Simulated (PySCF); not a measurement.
Species: C8H12P (charge +1).
Z-matrix (Å and degrees, PBE0-D3(BJ)/def2-SVP geometry), rows numbered from 1:
```
C 
C   1  1.4828
C   2  1.3456  1  129.93
P   3  1.7768  2  126.77  1     0.25
C   4  1.7776  3  112.63  2  -117.78
C   5  1.3415  4  121.12  3  -121.42
C   6  1.4875  5  126.94  4    -0.54
C   7  1.4878  6  118.13  5    -0.32
C   8  1.3415  7  127.01  6     0.33
H   1  1.1023  2  109.53  3  -122.96
H   1  1.0973  2  114.85  3    -0.63
H   1  1.1024  2  109.41  3   121.57
H   2  1.0978  1  114.83  3  -179.89
H   3  1.0958  2  120.11  1  -179.69
H   4  1.4127  3  107.57  2     2.89
H   5  1.0938  4  117.44  3    57.45
H   6  1.0961  5  117.59  4   179.18
H   7  1.1075  6  108.53  5   123.70
H   7  1.1068  6  108.86  5  -125.09
H   8  1.0961  7  115.42  6  -179.96
H   9  1.0938  4  117.44  3   -57.07
```

All values: PBE0/pcSseg-1 (PySCF, non-relativistic), on one gas-phase PBE0-D3(BJ)/def2-SVP geometry that isn't relaxed in the solvent. The solvent is an IEF-PCM continuum (Bondi radii, 1.10 Å for H, scaled by 1.2). Only the electrostatic response of the medium enters.

Gas phase at PBE0/pcSseg-1: HOMO -12.01 eV, LUMO -5.36 eV.

Question: What does the continuum do to the energy and the frontier levels at PBE0/pcSseg-1 in cyclohexane and chloroform?

Answer: 
```json
{"solvent": "cyclohexane", "ε": "2.017", "E(solvent) − E(gas) (kcal/mol)": "-24.82", "polarisation term (kcal/mol)": "-24.91", "distortion of the solute (kcal/mol)": "0.09", "HOMO (eV)": "-10.06", "LUMO (eV)": "-3.38"}
{"solvent": "chloroform", "ε": "4.711", "E(solvent) − E(gas) (kcal/mol)": "-39.01", "polarisation term (kcal/mol)": "-39.32", "distortion of the solute (kcal/mol)": "0.31", "HOMO (eV)": "-8.97", "LUMO (eV)": "-2.28"}
```

The first energy column is the sum of the next two and covers electrostatics alone. From cyclohexane to chloroform the lowering changes by a factor 1.57, Born's factor 1 − 1/ε by 1.56 and ε itself by 2.3.

Question: Which radius a makes Born's formula ΔE = −(q²/2a)(1 − 1/ε) give the value in chloroform?

Answer: a = q²(1 − 1/ε)/(2|ΔE|) = 3.35 Å, with q = +1 e and |ΔE| = 0.0622 Eh; the farthest nucleus lies 4.28 Å from the centroid of the nuclei. The formula assumes a point charge at the centre of a sphere.

Question: Which ESP-fitted charges (PBE0/pcSseg-1) respond most in chloroform (means over atoms taken as equivalent)?

Answer: 
```
      atoms             environment  gas (e)  solvent (e)  change
         P4  phosphonium phosphorus   +1.205       +1.268  +0.063
      C5/C9        alkene CH carbon   -0.736       -0.758  -0.022
         C3        alkene CH carbon   -0.660       -0.673  -0.013
         C7          allylic carbon   -0.398       -0.389  +0.009
        H15            P–H hydrogen   -0.013       -0.004  +0.009
        H13        vinylic hydrogen   +0.149       +0.141  -0.008
H10/H11/H12         methyl hydrogen   +0.184       +0.178  -0.006
         C1          allylic carbon   -0.518       -0.512  +0.006
    H16/H21        vinylic hydrogen   +0.283       +0.287  +0.004
      C6/C8        alkene CH carbon   +0.267       +0.263  -0.004
        H19      methylene hydrogen   +0.175       +0.171  -0.004
        H14        vinylic hydrogen   +0.269       +0.271  +0.002
```

Question: Which Mayer bond orders change most in chloroform?

Answer: 
| bond | length (Å) | gas | solvent | change |
| --- | --- | --- | --- | --- |
| C2–C3 | 1.346 | 1.847 | 1.859 | +0.012 |
| P4–C5 | 1.778 | 1.000 | 0.994 | -0.006 |
| C9–P4 | 1.778 | 1.002 | 0.996 | -0.006 |
| C3–P4 | 1.777 | 1.005 | 0.999 | -0.006 |
| C1–H12 | 1.102 | 0.924 | 0.929 | +0.005 |
| C1–H10 | 1.102 | 0.925 | 0.929 | +0.004 |
| C1–C2 | 1.483 | 1.098 | 1.095 | -0.003 |
| C1–H11 | 1.097 | 0.952 | 0.949 | -0.003 |
